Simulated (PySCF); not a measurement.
F: excitation energy

F [He] 2s2 2p5 (2P) → F [He] 2s1 2p6 (2S), as a difference of total energies. Calculation: PySCF 2.14, in aug-cc-pCVTZ-DK (7s6p4d2f, 59 functions); scalar relativity by spin-free X2C-1e. Correlated levels: valence: 1s2 frozen. The calculations carry no spin-orbit coupling.

```csv
method,excitation energy (eV)
UHF,23.982
MP2 (valence),21.994
SCS-MP2 (valence),21.880
CCSD (valence),21.067
CCSD(T) (valence),19.446
```

Task: How much does correlation contribute at CCSD(T) (valence)?

Result: 19.446 − (23.982) = -4.536 eV, measured against UHF.

A first-order spin-orbit estimate (lowest level to lowest level, LS coupling) adds 0.017 eV.

The upper state lies above the first ionisation limit, where it may autoionise and the basis confines it.

The coupled-cluster amplitudes are large for the upper state (T1 above 0.03 or a double amplitude above 0.15), so a single reference is strained.
